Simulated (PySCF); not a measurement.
Predicted microwave data (PBE0/pcSseg-1 in PySCF (dipole) on a GFN2-xTB geometry, gas phase) for one isomer of C4H9FO3Si:

```
Rotational constants : A = 2123, B = 879.1, C = 710.8 MHz
Dipole components    : |μa| = 1.12 D, |μb| = 1.83 D, |μc| = 0.14 D
Inertial defect      : -101.85 u·Å²
κ                    : -0.76
```

Question: Which structure is it? (One computed conformer of each.)
A. `[O:1]=[C:2]([CH2:3][SiH2:4][F:5])[O:6][CH2:7][CH2:8][OH:9]` with O1–C2–C3–Si4 -5°, C2–C3–Si4–F5 180°, O1–C2–O6–C7 3°, C2–O6–C7–C8 88°, O6–C7–C8–O9 -56°
B. `[CH3:1][O:2][SiH2:3][O:4]/[C:5](=[CH:6]\[F:7])[O:8][CH3:9]` with C1–O2–Si3–O4 -179°, O2–Si3–O4–C5 -65°, Si3–O4–C5–C6 -10°, O4–C5–O8–C9 -4°
C. `[CH3:1][O:2][Si:3]([OH:4])(/[CH:5]=[CH:6]\[F:7])[O:8][CH3:9]` with C1–O2–Si3–O4 48°, O2–Si3–O4–H -167°, O2–Si3–C5–C6 143°, O2–Si3–O8–C9 -46°
D. `[OH:1][CH2:2][C@@H:3]1[O:4][C@H:5]([F:6])[CH2:7][O:8][SiH2:9]1` with H–O1–C2–C3 50°, O1–C2–C3–O4 -62°, C2–C3–O4–C5 -103°, C3–O4–C5–F6 55°, O4–C5–C7–O8 54°, C5–C7–O8–Si9 2°
E. `[CH3:1][O:2][C@@:3]1([O:4][SiH2:5][OH:6])[CH2:7][C@H:8]1[F:9]` with C1–O2–C3–O4 71°, O2–C3–O4–Si5 46°, C3–O4–Si5–O6 180°, O4–Si5–O6–H -29°
F. `[CH3:1][C@@H:2]([O:3][SiH3:4])[C@@H:5]([F:6])[C:7](=[O:8])[OH:9]` with C1–C2–O3–Si4 -93°, C1–C2–C5–F6 72°, C2–C5–C7–O8 117°, C5–C7–O9–H 179°

Answer: B. It is CO[SiH2]O/C(=C\F)OC, an asymmetric top, point group C1. The candidates at the same level (rigid rotor, commonest isotopes):

```
                         SMILES  A (MHz)  B (MHz)  C (MHz)  μa (D)  μb (D)  μc (D)  Δ (u·Å²)  point group                        rotor
C[C@@H](O[SiH3])[C@@H](F)C(=O)O     1704     1062    769.6    1.76    0.39    1.56   -115.61           C1               asymmetric top
            CO[SiH2]O/C(=C\F)OC     2123    879.1    710.8    1.12    1.83    0.14   -101.85           C1               asymmetric top
              O=C(C[SiH2]F)OCCO     3545    582.4    552.0    2.75    1.91    0.77    -94.81           C1  near-prolate asymmetric top
    OC[C@@H]1O[C@H](F)CO[SiH2]1     2209     1137    916.3    1.54    0.72    0.65   -121.76           C1               asymmetric top
     CO[C@@]1(O[SiH2]O)C[C@H]1F     2577    822.5    719.8    0.20    1.02    0.56   -108.47           C1               asymmetric top
            CO[Si](O)(/C=C\F)OC     1684     1025    808.1    0.28    0.72    0.56   -167.84           C1               asymmetric top
```

`O=C(C[SiH2]F)OCCO` has A 67 % too high; `OC[C@@H]1O[C@H](F)CO[SiH2]1` has B 29 % too high; `CO[C@@]1(O[SiH2]O)C[C@H]1F` has A 21 % too high; `CO[Si](O)(/C=C\F)OC` has A 21 % too low; `C[C@@H](O[SiH3])[C@@H](F)C(=O)O` has B 21 % too high. No structure here is proved a minimum.
